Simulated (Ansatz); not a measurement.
Ansatz (a first-principles code) input:
A basis named .json is the Basis Set Exchange file of that set.

Ansatz 0.2 input:
```yaml
crystal:
  periodic: [false, false, false]
  atoms:
    - {symbol: Si, position_ang: [-0.00156189, -0.00141780, 0.14555614]}
    - {symbol: H, position_ang: [-1.27922820, -0.21348892, -0.69521090]}
    - {symbol: H, position_ang: [0.84127864, -0.99751856, -0.68009374]}
    - {symbol: H, position_ang: [0.45981600, 1.23085671, -0.66248133]}
basis:
  gaussian:
    orbitals: cc-pV_Q+d_Z.json
total_charge: -1
magnetization: {spin_polarized: false}
correlation: {method: ccsd_t, electrons: outside_noble_gas}
```

Problem. Which total energy does the run end on?

Solution. -290.84499 Eh (CCSD(T)/cc-pV(Q+d)Z). The basis has 154 functions.
